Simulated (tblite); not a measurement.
C4H6F4O.
Z-matrix (Å and degrees, GFN2-xTB geometry), rows numbered from 1:
```
C 
O   1  1.4276
C   2  1.3623  1  117.71
C   3  1.5204  2  109.16  1   179.52
F   3  1.3937  2  110.07  1    59.69
C   3  1.5570  2  113.43  1   -57.16
F   6  1.3369  3  111.89  2  -165.66
F   6  1.3393  3  110.30  2   -46.73
F   6  1.3355  3  113.48  2    73.49
H   1  1.0915  2  110.98  3   -46.90
H   1  1.0924  2  111.27  3    75.96
H   1  1.0871  2  104.91  3  -165.55
H   4  1.0859  3  109.21  2    65.22
H   4  1.0863  3  109.98  2  -173.66
H   4  1.0861  3  108.11  2   -53.71
```

Computed values, GFN2-xTB/tblite, gas phase, harmonic and unscaled. Against measured fundamentals such values can be off by several per cent, at times by over 20. One conformer, not necessarily the lowest.

Harmonic wavenumbers (cm⁻¹): 51.2, 114.0, 155.6, 176.3, 197.5, 213.0, 264.4, 307.9, 340.5, 355.4, 407.4, 476.6, 533.2, 575.5, 600.6, 718.4, 859.4, 913.3, 1053.4, 1078.7, 1091.4, 1096.4, 1101.4, 1124.6, 1167.9, 1197.6, 1227.6, 1384.1, 1400.3, 1443.4, 1455.1, 1458.2, 1470.7, 2968.5, 2986.5, 3042.5, 3055.1, 3061.7, 3062.5.

A = 2039, B = 1598, C = 1349 MHz; mass 146.035 u (most abundant isotopes); point group C1, symmetry number 1.

Problem. What is the zero-point energy?

Solution. ½Σν̃ = 22094 cm⁻¹ = 63.17 kcal/mol.

Problem. What is S at 298.15 K and 1 bar for an ideal gas of classical rigid rotors and harmonic oscillators?

Solution. Translation 40.87, rotation 28.68, vibration 26.84: S = 96.4 cal/(mol K).

Problem. And Cp and H(298.15 K) − H(0)?

Solution. Cp = 36.65 cal/(mol K), of which vibrations give 28.70 (their classical limit is 39 R = 77.5); H(298.15 K) − H(0) = 6.78 kcal/mol without the zero-point energy, 4.41 from vibrations.

Problem. What must be added to the electronic energy to get the Gibbs energy at 298.15 K and 1 bar?

Solution. ZPE + [H(298.15 K) − H(0)] − T·S = 63.17 + 6.78 − 28.74 = 41.21 kcal/mol.

Problem. Blend soft modes into free rotors: weight 1/[1 + (100 cm⁻¹/ν̃)⁴] for the oscillator and the rest for a rotor with moment μB/(μ + B), μ = h/(8π²ν), B = 10⁻⁴⁴ kg m². What vibrational entropy results?

Solution. 25.48 cal/(mol K) in place of 26.84, which changes −T·S at 298.15 K by +0.40 kcal/mol.

Problem. Which modes carry the vibrational entropy at 298.15 K?

Solution. 51.2 cm⁻¹: 4.77; 114.0 cm⁻¹: 3.20; 155.6 cm⁻¹: 2.60; 176.3 cm⁻¹: 2.37; 197.5 cm⁻¹: 2.16; 213.0 cm⁻¹: 2.02 cal/(mol K); the other 33 give 9.73 together.

Problem. How do the functions run with temperature in this model?

Solution. 
```json
{"T (K)": "100", "S (cal/(mol K))": "67.5", "Cp (cal/(mol K))": "18.2", "H − H(0) (kcal/mol)": "1.22", "G − H(0) (kcal/mol)": "-5.54", "ln q(vib)": "1.22"}
{"T (K)": "200", "S (cal/(mol K))": "83.5", "Cp (cal/(mol K))": "28.4", "H − H(0) (kcal/mol)": "3.58", "G − H(0) (kcal/mol)": "-13.12", "ln q(vib)": "3.60"}
{"T (K)": "300", "S (cal/(mol K))": "96.6", "Cp (cal/(mol K))": "36.8", "H − H(0) (kcal/mol)": "6.85", "G − H(0) (kcal/mol)": "-22.14", "ln q(vib)": "6.11"}
{"T (K)": "500", "S (cal/(mol K))": "118.9", "Cp (cal/(mol K))": "50.6", "H − H(0) (kcal/mol)": "15.67", "G − H(0) (kcal/mol)": "-43.76", "ln q(vib)": "10.97"}
{"T (K)": "800", "S (cal/(mol K))": "145.7", "Cp (cal/(mol K))": "63.1", "H − H(0) (kcal/mol)": "32.93", "G − H(0) (kcal/mol)": "-83.60", "ln q(vib)": "17.64"}
{"T (K)": "1000", "S (cal/(mol K))": "160.3", "Cp (cal/(mol K))": "68.3", "H − H(0) (kcal/mol)": "46.10", "G − H(0) (kcal/mol)": "-114.24", "ln q(vib)": "21.65"}
```

q(vib) and H(0) count from the zero-point level.

Hindered rotation and anharmonicity are outside this model. Other conformers, if any are populated, would add a mixing term that is left out. The structure is chiral; the term R ln 2 for an equal mix with its mirror image is left out.
